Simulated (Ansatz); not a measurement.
Geometry optimisation, RKS PBE-D4/6-31G* in Ansatz 0.2.0.

The input (input.yaml):

```yaml
crystal:
  periodic: [false, false, false]
  atoms:
    - { symbol: B, position_ang: [0.0, 0.0, 0.0] }
    - { symbol: "N", position_ang: [0.0, 0.0, 1.9] }
    - { symbol: H, position_ang: [-0.877, -0.2713, 2.43] }
    - { symbol: H, position_ang: [0.877, 0.2713, 2.43] }
    - { symbol: O, position_ang: [1.2211, 0.0, -0.705] }
    - { symbol: H, position_ang: [1.5209, -0.9519, -0.8599] }
    - { symbol: Cl, position_ang: [-1.6108, 0.0, -0.93] }
    - { symbol: H, position_ang: [-0.4335, 1.3459, 0.4698] }
    - { symbol: H, position_ang: [-0.3569, 1.1079, 1.3606] }
basis:
  gaussian: { orbitals: "6-31G*" }
hamiltonian:
  xc: pbe
  dispersion: d4
relax:
  f_tol: 0.15
  max_steps: 25
  restrain:
    - { distance: [0, 7], at: 2.39, k: 30.0 }
    - { distance: [8, 1], at: 2.26, k: 30.0 }
    - { distance: [0, 1], at: 1.55, k: 30.0 }
    - { distance: [8, 7], at: 0.66, k: 30.0 }
```

Launched with:

```bash
$ ansatz run input.yaml --threads 1 --pin off --max-ram 2048MiB --backend cpu --events-out ev --progress --plain --runs-dir out
```

Task: Where does it end, and by what steps?

Result: The run converged. The restraints hold the end off the free minimum. After 15 steps the energy has fallen by 3.599 eV (the restraints' own energy left out); H6 moved furthest, 1.09 Å.

```json
{"step": "0", "energy less start (eV)": "0.0000", "largest force component (eV/Å)": "3.724", "accepted": "yes"}
{"step": "1", "energy less start (eV)": "-0.0236", "largest force component (eV/Å)": "2.386", "accepted": "yes"}
{"step": "2", "energy less start (eV)": "-0.9744", "largest force component (eV/Å)": "2.808", "accepted": "yes"}
{"step": "3", "energy less start (eV)": "-2.2293", "largest force component (eV/Å)": "2.421", "accepted": "yes"}
{"step": "4", "energy less start (eV)": "-2.9010", "largest force component (eV/Å)": "1.728", "accepted": "yes"}
{"step": "5", "energy less start (eV)": "-3.2358", "largest force component (eV/Å)": "1.636", "accepted": "yes"}
{"step": "6", "energy less start (eV)": "-3.3631", "largest force component (eV/Å)": "1.768", "accepted": "yes"}
{"step": "7", "energy less start (eV)": "-3.4304", "largest force component (eV/Å)": "1.899", "accepted": "yes"}
{"step": "8", "energy less start (eV)": "-3.5181", "largest force component (eV/Å)": "1.805", "accepted": "no"}
{"step": "9", "energy less start (eV)": "-3.4925", "largest force component (eV/Å)": "1.809", "accepted": "yes"}
{"step": "10", "energy less start (eV)": "-3.5342", "largest force component (eV/Å)": "1.831", "accepted": "yes"}
{"step": "11", "energy less start (eV)": "-3.5762", "largest force component (eV/Å)": "1.918", "accepted": "yes"}
{"step": "12", "energy less start (eV)": "-3.5818", "largest force component (eV/Å)": "2.237", "accepted": "yes"}
{"step": "13", "energy less start (eV)": "-3.5951", "largest force component (eV/Å)": "1.923", "accepted": "yes"}
{"step": "14", "energy less start (eV)": "-3.6019", "largest force component (eV/Å)": "1.908", "accepted": "no"}
{"step": "15", "energy less start (eV)": "-3.5992", "largest force component (eV/Å)": "1.927", "accepted": "yes"}
```

```xyz
9
Properties=species:S:1:pos:R:3
B -0.161 -0.310 0.197
N -0.048 -0.314 1.676
H -0.835 -0.651 2.222
H 0.844 -0.428 2.148
O 0.880 -0.183 -0.682
H 1.738 -0.087 -0.226
Cl -1.794 -0.457 -0.503
H -0.120 2.091 0.298
H -0.162 1.840 0.964
```

Time of the run: 44 s on 1 thread of Arm Neoverse V2, on a shared host, peak memory 0.15 GiB.
